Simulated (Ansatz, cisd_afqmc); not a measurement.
System: CH2I, charge 1, singlet. A triplet may lie lower; no result for it is given here. CH2I+ (parent SMILES [CH2]I, singlet).
B3LYP-D3(BJ)/def2-TZVP minimum from Ansatz (a quantum-chemistry and plane-wave program):
```
C
H 1 1.0857
H 1 1.0857 2 120.22
I 1 1.9469 2 119.89 3 180.00
```
Charge +1, spin multiplicity 1.

Total energies in def2-SVP, 12 correlated electrons, 10 frozen orbitals. Open shells are spin-unrestricted; no spin-orbit coupling. Cores are frozen in correlated methods (noble-gas shells, and filled d and f shells in the p block). Past Kr the def2 sets carry scalar-relativistic core potentials. AFQMC/CISD: phaseless, guided by CISD from CCSD amplitudes; bars are statistical, one sigma. Outlying blocks are dropped, and bars are widened where a walk drifts. Over all cases where full CI ran beside it in this data, AFQMC minus full CI had a median of +0.1 mEh and passed +0.4 mEh in a tenth of the cases. UCISD starts from a broken-symmetry determinant. Spin-orbit terms, left out, reach several kcal/mol for Br and I, and more for heavier atoms. The T1 diagnostic of CH2I+ (parent SMILES [CH2]I, singlet) reaches 0.042 in the sets run. The restricted determinant of CH2I+ (parent SMILES [CH2]I, singlet) is unstable towards broken spin symmetry in at least one set run. The spin of CH2I+ (parent SMILES [CH2]I, singlet) was assumed, and the state is the lowest solution found for it.

| method | program | energy (Eh) | minus CCSDTQ (mEh) |
|---|---|---|---|
| HF | Ansatz | -335.29160 | 265.13 |
| MP2 | Ansatz | -335.51717 | 39.56 |
| CCSD | Ansatz | -335.54421 | 12.52 |
| CCSD(T) | Ansatz | -335.55530 | 1.43 |
| UCCSD(T) | Ansatz | -335.55392 | 2.81 |
| CCSDT(Q) | Ansatz | -335.55689 | -0.16 |
| CCSDTQ | Ansatz | -335.55673 | 0.00 |
| AFQMC/CISD | cisd_afqmc | -335.5566 ± 0.0004 | 0.1 ± 0.4 |
| AFQMC/UCISD | cisd_afqmc | -335.5559 ± 0.0004 | 0.8 ± 0.4 |

Rough core times of Ansatz's runs on a shared machine: CCSD(T) under 20 s, UCCSD(T) 30 s, CCSDT(Q) 30 s, CCSDTQ 10 min.
